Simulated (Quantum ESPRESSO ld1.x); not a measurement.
Question: Isoelectronic series with 2 electrons, each ion in its NIST ground configuration. Calculated with ld1.x of Quantum ESPRESSO 7.5: Dirac Kohn-Sham, PW91, spin-unpolarised, spherical densities, point nucleus. Total energies (hartree) and mean radii <r> (bohr):

ion    configuration  E (hartree)    1s1/2
He              [He]       -2.900   0.9450
Ne8+            [He]      -93.947   0.1561
Ar16+           [He]     -314.084  0.08477
Fe24+           [He]     -665.648  0.05791
Se32+           [He]    -1152.468  0.04373
Mo40+           [He]     -1780.09  0.03492
Sn48+           [He]     -2556.12  0.02887
Ce56+           [He]     -3490.73  0.02443

Estimate the row of Dy64+ ([He]).

Answer: E (hartree) -4597.46; 1s1/2 0.02100.
